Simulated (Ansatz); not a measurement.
System: MnF, net charge 0, septet state. The spin state was set by rule; other spins were not relaxed. 
Coordinates optimised at B3LYP-D3(BJ)/def2-TZVP (Ansatz, a first-principles code):
```xyz
2

Mn     0.0000     0.0000    -0.4869
F      0.0000     0.0000     1.3524
```
Charge 0, spin multiplicity 7.

Basis-set convergence of Hartree-Fock and MP2 correlation energies (hartree) with Ansatz. Cores are frozen in the correlated levels unless marked. UHF or UKS for open shells. Spin-orbit coupling is left out. The frozen core is the preceding noble-gas configuration, with the filled d and f shells of earlier blocks. Non-relativistic.

```tsv
basis	functions	E(HF)	E(corr, MP2)
def2-SVP	45	-1249.09956	-0.25724
def2-TZVPP	95	-1249.38606	-0.36983
def2-QZVPP	157	-1249.41448	-0.40376
```

Extrapolating the two largest sets (X = 3 and 4) as X^-3: E(corr) = (64·(-0.40376) - 27·(-0.36983))/37 = -0.4285 Eh, an estimate of the basis-set limit. The largest set recovers 94.2 % of it, the smallest 60.0 %.
